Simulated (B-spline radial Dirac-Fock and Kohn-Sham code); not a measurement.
# X-ray form factors of indium in several charge states

Level of theory: configuration-average Dirac-Fock orbitals; a B-spline atomic structure program.

Configurations: In³⁹⁺ [He] 2s2 2p6; In⁴⁰⁺ [He] 2s2 2p5; In⁴⁴⁺ [He] 2s2 2p1; In⁴⁵⁺ [He] 2s2. The first column is f₀ of In³⁹⁺, the others are differences from it.

| s (Å⁻¹) | In³⁹⁺ | Δ In⁴⁰⁺ | Δ In⁴⁴⁺ | Δ In⁴⁵⁺ |
| --- | --- | --- | --- | --- |
| 0 | 10.000 | -1.000 | -5.000 | -6.000 |
| 0.05 | 9.998 | -1.000 | -4.999 | -5.998 |
| 0.1 | 9.991 | -0.999 | -4.994 | -5.993 |
| 0.15 | 9.979 | -0.997 | -4.987 | -5.985 |
| 0.2 | 9.963 | -0.995 | -4.978 | -5.974 |
| 0.25 | 9.942 | -0.992 | -4.965 | -5.959 |
| 0.3 | 9.916 | -0.989 | -4.950 | -5.941 |
| 0.35 | 9.887 | -0.985 | -4.932 | -5.919 |
| 0.4 | 9.852 | -0.981 | -4.911 | -5.895 |
| 0.45 | 9.813 | -0.976 | -4.887 | -5.867 |
| 0.5 | 9.770 | -0.970 | -4.861 | -5.837 |
| 0.6 | 9.672 | -0.957 | -4.802 | -5.766 |
| 0.7 | 9.557 | -0.943 | -4.733 | -5.685 |
| 0.8 | 9.426 | -0.926 | -4.654 | -5.592 |
| 0.9 | 9.281 | -0.907 | -4.567 | -5.489 |
| 1 | 9.123 | -0.887 | -4.472 | -5.377 |
| 1.1 | 8.952 | -0.865 | -4.370 | -5.256 |
| 1.2 | 8.771 | -0.842 | -4.260 | -5.127 |
| 1.4 | 8.378 | -0.792 | -4.025 | -4.849 |
| 1.6 | 7.954 | -0.739 | -3.773 | -4.549 |

Values without a named source are computed, but for edge energies of neutral atoms, which are taken from tables.
